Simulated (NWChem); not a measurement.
System: C3H5Cl; SMILES C=C(C)Cl

```xyz
9

C      1.3258    -1.0035     0.0000
C      0.1171    -0.4418     0.0000
C     -1.1936    -1.1523     0.0000
Cl    -0.0315     1.2982     0.0000
H      2.2374    -0.4042     0.0000
H      1.4165    -2.0922     0.0000
H     -1.7854    -0.8735     0.8860
H     -1.0442    -2.2409     0.0000
H     -1.7854    -0.8735    -0.8860
```
Atoms are numbered in this order, from 1.

Program: NWChem. The geometry was optimised at PBE0/def2-SVP. Vertical excitations in the gas phase.

**Question.** Estimate the computed values for Hartree-Fock/def2-SVPD, CIS. Quantities: lowest excitation, singlet (eV); lowest state with f > 0.02, singlet (eV); orbital gap (eV).

**Answer.** 
| Property | Result |
|---|---|
| lowest excitation, singlet (eV) | 7.45 |
| lowest state with f > 0.02, singlet (eV) | 7.49 |
| orbital gap (eV) | 12.47 |
